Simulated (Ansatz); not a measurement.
C3H10SeSi, SMILES `CC[Se][SiH2]C`, relaxed with RKS PBE0-D4/def2-TZVP in the Gaussian-basis code of Ansatz from a GFN2-xTB geometry. The force threshold is 0.005 eV/Å; the program also tests the step.

The species carries charge 0 and has multiplicity 1.

Start:

```xyz
15

C    -1.224   -1.448    1.549
C    -1.225    0.065    1.572
Se   -1.178    0.867   -0.234
Si    0.893    0.141   -0.878
C     1.502    1.321   -2.225
H    -2.061   -1.822    0.963
H    -0.301   -1.829    1.118
H    -1.315   -1.830    2.565
H    -2.138    0.452    2.026
H    -0.364    0.460    2.113
H     1.746    0.168    0.314
H     0.794   -1.234   -1.378
H     0.798    1.358   -3.052
H     1.613    2.331   -1.841
H     2.462    0.999   -2.613
```

```csv
step,energy (eV),largest force (eV/Å),largest move (Å)
1,-76489.1235,0.772,0.000
2,-76489.1499,0.340,0.053
3,-76489.1556,0.075,0.025
4,-76489.1564,0.028,0.013
5,-76489.1568,0.016,0.015
6,-76489.1575,0.046,0.036
7,-76489.1582,0.065,0.064
8,-76489.1588,0.065,0.060
9,-76489.1593,0.061,0.051
10,-76489.1596,0.052,0.051
11 (rejected),-76489.1589,0.083,0.115
12,-76489.1599,0.042,0.054
13 (rejected),-76489.1596,0.068,0.051
14,-76489.1600,0.021,0.021
15,-76489.1601,0.014,0.007
16,-76489.1601,0.005,0.003
17,-76489.1601,0.003,0.005
18,-76489.1602,0.001,0.010
```

End:

```xyz
15

C    -1.347   -1.486    1.477
C    -1.160    0.010    1.595
Se   -1.105    0.945   -0.138
Si    0.977    0.291   -0.775
C     1.458    1.287   -2.278
H    -2.259   -1.727    0.929
H    -0.511   -1.954    0.954
H    -1.415   -1.938    2.472
H    -1.996    0.477    2.119
H    -0.247    0.268    2.132
H     1.909    0.524    0.364
H     1.021   -1.165   -1.088
H     0.754    1.118   -3.095
H     1.469    2.355   -2.048
H     2.454    0.996   -2.620
```

Run time 34 s (2 threads of an AMD EPYC 7R13 on a shared host and a share of an NVIDIA H100 80 GB); peak host memory 0.91 GiB.
